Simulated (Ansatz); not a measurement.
K₈Cl₈ (started as a model of: 2x2x4 KCl rock-salt block). Charge 0, multiplicity 3. Geometry PBE-D4/def2-SVP, that of the neutral singlet; atoms count from 1.

```tsv
atom	x (Å)	y (Å)	z (Å)
K1	3.1862	-2.9024	2.4219
Cl2	0.5175	-2.3938	1.1527
K3	-2.0832	-1.6134	-0.1963
Cl4	-4.7090	-0.9196	-1.5210
Cl5	4.7039	-1.7872	0.1134
K6	2.0782	-1.0934	-1.2114
Cl7	-0.5228	-0.4293	-2.6209
K8	-3.1910	0.3254	-3.7620
Cl9	3.1988	-0.3011	3.8743
K10	0.5733	0.3924	2.5491
Cl11	-2.0923	1.1202	1.3013
K12	-4.6240	1.7401	-0.1812
K13	4.6287	0.8373	1.5215
Cl14	2.0976	1.7024	0.1666
K15	-0.5683	2.3140	-1.1417
Cl16	-3.1938	3.0083	-2.4665
```

The gap within one spin of the charge 0 triplet nearly closes, so an electron or hole may be smeared out by delocalisation error. At PBE-D4/def2-SVP a singlet of charge 0 lies 4.76 eV below the triplet at the same geometry.

Question: Estimate the Mulliken populations from the PBE/def2-SVP orbitals of Ansatz.

Answer: 
| atom | charge (e) | spin (α − β) |
| --- | --- | --- |
| K1 | 0.38 | 0.18 |
| Cl2 | -0.41 | 0.07 |
| K3 | 0.41 | 0.08 |
| Cl4 | -0.36 | 0.21 |
| Cl5 | -0.38 | 0.18 |
| K6 | 0.42 | 0.06 |
| Cl7 | -0.42 | 0.06 |
| K8 | 0.36 | 0.19 |
| Cl9 | -0.38 | 0.17 |
| K10 | 0.42 | 0.06 |
| Cl11 | -0.41 | 0.06 |
| K12 | 0.36 | 0.20 |
| K13 | 0.38 | 0.17 |
| Cl14 | -0.42 | 0.05 |
| K15 | 0.42 | 0.07 |
| Cl16 | -0.37 | 0.18 |
Mulliken values depend strongly on the basis.

Question: Where does the spin sit?

Answer: Summed by element: K 1.01, Cl 0.99, of 2 unpaired in all. Largest on single atoms: Cl4 0.21, K12 0.20, K8 0.19.
